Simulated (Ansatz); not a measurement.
```yaml
crystal:
  periodic: [false, false, false]
  atoms:
    - {symbol: C, position_ang: [1.861379, -1.248521, -1.263293]}
    - {symbol: C, position_ang: [0.455949, -0.814794, -1.003818]}
    - {symbol: C, position_ang: [-0.576715, -1.222869, -1.804907]}
    - {symbol: C, position_ang: [-1.890555, -0.796515, -1.534122]}
    - {symbol: N, position_ang: [-2.219530, -0.013268, -0.543222]}
    - {symbol: C, position_ang: [-1.221430, 0.410459, 0.271167]}
    - {symbol: C, position_ang: [-1.562234, 1.257622, 1.346465]}
    - {symbol: C, position_ang: [-0.601363, 1.718669, 2.202886]}
    - {symbol: C, position_ang: [0.744571, 1.352498, 2.021640]}
    - {symbol: C, position_ang: [1.105067, 0.532010, 0.987404]}
    - {symbol: C, position_ang: [0.137668, 0.039063, 0.085949]}
    - {symbol: H, position_ang: [2.271384, -1.794015, -0.408808]}
    - {symbol: H, position_ang: [2.514553, -0.389406, -1.439751]}
    - {symbol: H, position_ang: [1.911491, -1.898377, -2.136927]}
    - {symbol: H, position_ang: [-0.392156, -1.875221, -2.651274]}
    - {symbol: H, position_ang: [-2.701246, -1.128666, -2.179315]}
    - {symbol: H, position_ang: [-2.606496, 1.522444, 1.460743]}
    - {symbol: H, position_ang: [-0.873760, 2.369213, 3.026103]}
    - {symbol: H, position_ang: [1.498796, 1.723445, 2.706075]}
    - {symbol: H, position_ang: [2.144646, 0.256229, 0.856991]}
basis:
  gaussian: {orbitals: def2-SVP, final_grid: {core_spheres: 20, valence_spheres: 16, degree: 47}}
total_charge: -1
magnetization: {spin_polarized: true, initial_magnetization: 2}
hamiltonian: {xc: {name: SVWN5}}
output: {forces: true}
```

```sh
$ ansatz run in.yaml --threads 4 --pin off --events-out ev --progress --plain --max-ram 46080MiB --backend cpu
```

It prints (some lines left out):

```
Error: a molecule whose nuclei and cores have a total charge of 76 cannot have a net charge of -1 together with 2 unpaired electrons
```

Task: Something in this input is off. What?

Result: The number of unpaired electrons doesn't fit the electron count. The input was rejected before any iteration.
